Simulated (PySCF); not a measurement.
## BiTe: frontier orbitals

TPSS at R = 2.642 Å; Bi def2-SVP with ECP60, Te def2-SVP with ECP28; scalar-relativistic core potentials (PySCF 2.14). State: ²Π (doublet), unpaired electrons π ↑. Only the outer orbitals are listed, counted within each symmetry, core potentials removing the inner ones.

```
spin  orbital  occ.  ε (eV)  on Bi (%)            main shells (%)
   α       7σ     1  -16.32         54           52 Bi s, 43 Te s
   α       8σ     1  -13.70         46           52 Te s, 44 Bi s
   α       9σ     1   -7.01         44           54 Te p, 41 Bi p
   α       5π     1   -6.29         39           60 Te p, 38 Bi p
   α       5π     1   -6.22         41           59 Te p, 40 Bi p
   α       6π     1   -4.26         59           59 Bi p, 40 Te p
   α       6π     0   -4.23         61           61 Bi p, 38 Te p
   α      10σ     0   -1.45         59           58 Bi p, 40 Te p
   α      11σ     0    4.14         71  52 Bi s, 19 Te s, 12 Bi d
   β       7σ     1  -16.07         48           49 Te s, 45 Bi s
   β       8σ     1  -13.37         52           50 Bi s, 46 Te s
   β       9σ     1   -6.85         42           55 Te p, 39 Bi p
   β       5π     1   -6.20         31           69 Te p, 30 Bi p
   β       5π     1   -5.71         29           71 Te p, 28 Bi p
   β       6π     0   -3.97         69           69 Bi p, 30 Te p
   β       6π     0   -3.41         71           71 Bi p, 28 Te p
   β      10σ     0   -1.25         61           60 Bi p, 38 Te p
```

Question: Which are the highest filled and the lowest empty level, where do they sit, and how wide is the gap?

Answer: Highest filled α 6π at -4.26 eV (in %: 59 Bi p, 40 Te p); lowest empty α 6π at -4.23 eV (in %: 61 Bi p, 38 Te p); the gap at TPSS is 0.03 eV. Both belong to one degenerate shell, split only by its one-sided filling, so this is no excitation gap.

The bond order (Mayer) is 2.29, the ⟨S²⟩ is 0.759 and the charge on Bi (Mulliken, basis-dependent) is 0.17. The charge on Bi (Löwdin, basis-dependent) is 0.10. The dipole moment (positive dipole means Bi(−)Te(+)) is -1.92 D.

Spin–orbit coupling is left out, which matters for elements this heavy, above all for dissociation energies. The state was picked by a PBE0 search and need not be the measured ground state.
